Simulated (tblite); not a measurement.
C₂H₅S (SMILES [CH2]SC), doublet, geometry from GFN2-xTB; GFN1-xTB run with tblite.

tblite was given this input:
```
$ tblite run mol.xyz --method gfn1 --charge 0 --spin 1 --etemp 2000 --json tblite.json --no-restart

# file mol.xyz
8

C      0.00596101     1.31810472    -0.60732876
S     -0.17114785     0.11511586     0.58372680
C      0.22202030    -1.37363243    -0.38519703
H      0.71061926     1.15790413    -1.39965789
H     -0.22649668     2.31627681    -0.29702164
H      0.13226791    -2.22530445     0.28055238
H     -0.48349098    -1.45937936    -1.20603518
H      1.23757816    -1.29818465    -0.76231178
```

Predict the main parts of the log of this tblite run.


```
xTB calculator
 | screened Coulomb repulsion
 | Coulomb electrostatics
 |  * isotropic Klopman-Ohno-Mataga-Nishimoto electrostatics
 |  * onsite third-order electrostatics
 | DFT-D3(BJ) dispersion correction

halogen bonding energy    0.0000000000000E+00 Eh
repulsion energy          1.1306284319971E-01 Eh
dispersion energy        -2.0891124700963E-03 Eh
number of electrons       1.9000000000000E+01 e
integral cutoff           1.9731147476801E+01 bohr

------------------------------------------------------------
  cycle        total energy    energy error   density error
------------------------------------------------------------
      1     -10.53198525659  -1.0642959E+01   4.8466095E-01
      2     -10.53681177856  -4.8265220E-03   3.0281477E-01
      3     -10.53273449858   4.0772800E-03   5.2562255E-02
      4     -10.53744123782  -4.7067392E-03   5.2155099E-03
      5     -10.53747792396  -3.6686139E-05   1.2377168E-03
      6     -10.53747894635  -1.0223951E-06   1.3530613E-04
      7     -10.53747895279  -6.4355401E-09   3.4407936E-05
      8     -10.53747895458  -1.7964563E-09   5.3815352E-06
------------------------------------------------------------

electronic energy        -1.0648452685313E+01 Eh
total energy             -1.0537478954583E+01 Eh

Post processing:
 | Mayer-Wiberg bond orders

[Info] JSON dump of results written to 'tblite.json'
```
